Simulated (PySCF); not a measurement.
C₃H₁₂GeO₄Si, SMILES [O]([Ge]([OH])([OH])[OH])[Si](C)(C)C, singlet, GFN2-xTB optimised geometry. Atoms within 1.6 Å of the plane z = 1.2 Å (x, y, z in Å): C1 (-2.08, 0.53, 0.00), Si2 (-1.44, -1.27, 0.00), C3 (-1.91, -2.19, 1.60), O5 (0.20, -1.27, 0.00), O7 (1.85, 1.00, 0.06), H10 (-3.16, 0.58, 0.01), H12 (-1.72, 1.07, 0.87), H13 (-1.51, -3.20, 1.60), H14 (-1.54, -1.68, 2.48), H15 (-2.99, -2.27, 1.69), H19 (1.27, 1.72, -0.16), H20 (3.16, -1.72, 0.33).

Calculation: B3LYP/def2-SVP in PySCF.

Map of the Laplacian of the electron density (e/bohr⁵) on the plane z = 1.2 Å:

```
|5555555555555555555555555555555|
|5555555555555555555555555555555|
|5555555555555555555555555555555|
|5555555555555555555555555555555|
|5555555555555555555555555555555|
|5555555555555555555555555555555|
|5555555555555555555555555555555|
|5555555555555555555555555555555|
|5555555555555555555555555555555|
|5555555555555555555555555555555|
|5555555555555555555555555555555|
|5555555555555555555555555555555|
|5555555555455555555555555555555|
|5555555555555555555555555555555|
|5555555555555555555555555555555|
|5555555555555555555555555555555|
|5555555555555555555555555555555|
|5555555555555555555555555555555|
|5555555555555555555555555555555|
|5555555555445555555555555555555|
|5555555554035555555555555555555|
|5555555553935555555555555555555|
|5555555556355555555555555555555|
|5555555555545555555555555555555|
|5555555555555555555555555555555|
|5555555555555555555555555555555|
|5555555555555555555555555555555|
|5555555555555555555555555555555|
|5555555555555555555555555555555|
|5555555555555555555555555555555|
|5555555555555555555555555555555|
```
Scale: ten equal steps from -0.705 (start of '0') to 0.697 (end of '9'), in the order '0123456789'; x runs from -5.50 to 5.50, y from -5.50 (bottom) to 5.50 (top).
